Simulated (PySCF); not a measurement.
## Run times: praseodymium in x2c-TZVPPall-2c

Measured wall times of calculations with PySCF 2.14 in x2c-TZVPPall-2c (11s11p10d4f2g, 140 functions), with two-component X2C-1e, run from one Python driver. Hardware: 1 thread of Neoverse-V1 on a shared host, 3 GiB allowed. The two-electron integrals over 140 functions were computed once and kept in memory (22 CPU seconds with the set-up); the times below exclude them.

Launch command (the driver calls PySCF for each step listed in the task file):

```bash
OMP_NUM_THREADS=1 python sorun2.py TASK.json OUT
```

```
      species                                      step  iterations  wall time (s)
Pr³⁺ [Xe] 4f2                            GHF, spin-free           8             19
Pr³⁺ [Xe] 4f2            GMP2 (28 electrons), spin-free                         22
Pr³⁺ [Xe] 4f2  GMP2 (28 electrons), screened spin-orbit                         18
Pr⁴⁺ [Xe] 4f1                            GHF, spin-free          21             39
Pr⁴⁺ [Xe] 4f1            GMP2 (27 electrons), spin-free                         14
Pr⁴⁺ [Xe] 4f1                  GHF, screened spin-orbit          13             27
Pr⁴⁺ [Xe] 4f1  GMP2 (27 electrons), screened spin-orbit                         13
```

(1) Roughly how long does GHF, screened spin-orbit take for Pr³⁺ [Xe] 4f2 here?

Peak memory of the process: 0.99 GiB. Times on a shared host vary from run to run.

Answers

(1) About 61 s.
